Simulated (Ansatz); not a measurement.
Ideal-gas functions of CH₅BClN (`CB(N)Cl`) at 500 K and 1 bar, from an Ansatz frequency run at PBE0-D4/def2-TZVP.

Molar mass 77.32 g/mol, point group Cs (symmetry number 1), electronic degeneracy 1, moments of inertia 60.752, 112.485, 170.155 u Å². Harmonic wavenumbers (cm⁻¹, unscaled): 121, 285, 337, 422, 533, 606, 609, 854, 865, 897, 1157, 1324, 1391, 1452, 1471, 1631, 3047, 3118, 3129, 3623, 3726.

Use S(trans) = R[1.5 ln M + 2.5 ln T − 1.1517]; rotational temperatures θ = 24.2544 K / I; S(rot) = R[ln(√π/σ · √(T³/θAθBθC)) + 1.5]; for each mode x = 1.438777 ν̃/T, S = R[x/(eˣ − 1) − ln(1 − e⁻ˣ)] and H = RT x/(eˣ − 1); 1 cm⁻¹ = 0.0119627 kJ/mol; R = 8.31446 J/(mol·K).

**Question.** By hand: the entropy, in J/(mol·K).

**Answer.** Translation 173.8. Rotation: θ = 0.3992, 0.2156, 0.1425 K, giving 113.0. Vibration, mode by mode: 17.13, 10.19, 8.89, 7.19, 5.53, 4.67, 4.64, 2.66, 2.59, 2.41, 1.33, 0.90, 0.77, 0.67, 0.64, 0.44, 0.01, 0.01, 0.01, 0.00, 0.00, in all 70.7. Electronic 0.0. Sum 357.5 J/(mol·K).

**Question.** By hand: H − E and G − E in kJ/mol, counted from the electronic energy.

**Answer.** Zero-point energy ½ × 30598 × 0.0119627 = 183.0; thermal vibration 20.3; translation, rotation and pV give 4 RT = 16.6. H − E = 219.9 kJ/mol, and G − E = 219.9 − 500 × 357.5/1000 = 41.2 kJ/mol.

Vibration gives 20 % of the entropy, 17.1 J/(mol·K) of it from the mode under 150 cm⁻¹: soft modes count most, and the harmonic formula is weakest for them. The sum counts one conformer and one mirror image; others add a mixing term.
